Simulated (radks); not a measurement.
Results of a calculation; reference values are marked as such.
Valence configurations of Tl I. Code: a radial shooting solver on a logarithmic mesh with Libxc functionals. Model: non-relativistic Kohn-Sham, PBE, spin-polarised, spherical densities, point nucleus; open shells are filled with parallel spins first (spin-orbit coupling, left out, can overturn this in heavy ions); relativity is left out, which matters for an element this heavy. Energies are relative to [Hg] 6p1; eigenvalues in eV for spin up.

[
 {"valence": "[Hg] 6p1", "E (eV)": "0.000", "moment (Bohr magnetons)": "1", "e(4f)": "-131.16", "e(5d)": "-18.231", "e(6p)": "-2.827", "e(6s)": "-7.717"},
 {"valence": "[Xe] 4f14 5d10 6s1.5 6p1.5", "E (eV)": "2.054", "moment (Bohr magnetons)": "2", "e(4f)": "-131.76", "e(5d)": "-18.873", "e(6p)": "-3.304", "e(6s)": "-8.334"},
 {"valence": "[Xe] 4f14 5d10 6s1 6p2", "E (eV)": "3.883", "moment (Bohr magnetons)": "3", "e(4f)": "-132.29", "e(5d)": "-19.437", "e(6p)": "-3.702", "e(6s)": "-8.872"},
 {"valence": "[Xe] 4f14 5d10 6s0.5 6p2.5", "E (eV)": "6.484", "moment (Bohr magnetons)": "3", "e(4f)": "-132.94", "e(5d)": "-20.044", "e(6p)": "-3.985", "e(6s)": "-9.219"},
 {"valence": "[Xe] 4f14 5d9.5 6s2 6p1.5", "E (eV)": "8.026", "moment (Bohr magnetons)": "2", "e(4f)": "-134.22", "e(5d)": "-20.722", "e(6p)": "-3.491", "e(6s)": "-8.769"},
 {"valence": "[Xe] 4f14 5d9 6s1.5 6p2.5", "E (eV)": "18.806", "moment (Bohr magnetons)": "4", "e(4f)": "-137.74", "e(5d)": "-23.673", "e(6p)": "-4.503", "e(6s)": "-10.256"},
 {"valence": "[Xe] 4f14 5d8.5 6s2 6p2.5", "E (eV)": "26.189", "moment (Bohr magnetons)": "4", "e(4f)": "-140.29", "e(5d)": "-25.555", "e(6p)": "-4.708", "e(6s)": "-10.691"},
 {"valence": "[Xe] 4f13.5 5d10 6s0.5 6p3", "E (eV)": "73.101", "moment (Bohr magnetons)": "4", "e(4f)": "-142.83", "e(5d)": "-23.017", "e(6p)": "-4.554", "e(6s)": "-10.158"},
 {"valence": "[Xe] 4f13 5d10 6s2 6p2", "E (eV)": "137.05", "moment (Bohr magnetons)": "3", "e(4f)": "-151.36", "e(5d)": "-24.493", "e(6p)": "-4.118", "e(6s)": "-9.791"},
 {"valence": "[Xe] 4f12 5d9.5 6s2 6p3.5", "E (eV)": "305.75", "moment (Bohr magnetons)": "5", "e(4f)": "-175.55", "e(5d)": "-33.517", "e(6p)": "-5.770", "e(6s)": "-12.511"}
]

NIST lists [Hg] 6p1 as the ground configuration; this level of theory agrees among the configurations tried. The energies are those of spherical high-spin densities, not of single terms. Relativity is left out, which favours d and f over s occupation in heavy atoms.
